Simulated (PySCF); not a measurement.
An unknown shows these calculated signals:

1H NMR (500 MHz, computed): δ 8.57 (s, 1H), 8.47 (s, 1H), 7.96 (s, 1H), 4.59 (s, 3H), 2.61 (s, 3H).

13C{1H} NMR (computed): δ 177.0 (C), 149.5 (CH), 144.1 (C), 142.5 (CH), 142.3 (CH), 136.7 (C), 135.0 (C), 24.0 (CH3).

- NMR shieldings at PBE0/pcSseg-1/GIAO
- geometry: GFN2-xTB
- program: PySCF 2.14.0 with density-fitted response routines
- non-relativistic, isolated molecule, one conformer, equivalent nuclei averaged

Scale: 1H and 13C against TMS (reference shieldings calculated alike).

Question: Which of these does the molecule contain: a Si–H bond, a ketone, an N-methyl group, a nitrile, a benzene ring?

Answer: 
- A Si–H bond: yes (δH 4.59 (s)).
- A ketone: no.
- An N-methyl group: no.
- A nitrile: no.
- A benzene ring: yes.

The data belong to SMILES c1(C)cc([SiH3])cc(C(=O)Cl)c1, C8H9ClOSi; they needn't prove each group on their own.

Carbon signals by region: 1 in the far downfield region (above 160 ppm), 6 in the sp2 and nitrile region (100–160 ppm), 1 below 50 ppm. Above 160 ppm: 177.0, carbonyl carbon.

Carbons that carry Cl, above all several Cl atoms, come out too deshielded, partly because spin–orbit coupling is missing. Shifts are as computed. Against solution values, carbons near 30 ppm lie about +3 ppm off and those near 130 ppm about +5 ppm; carbons on Cl a further +6 ppm. Of 1211 compounds with measured shifts, 218 miss one by over three times the rms of a fit or turn the order of signals round; such compounds aren't used in these exercises. No couplings were computed; multiplicities are counted from neighbouring protons, with m where these are inequivalent, close in shift, in a saturated or five-membered ring or joined by F or P, and br s for small geminal =CH2 splittings.
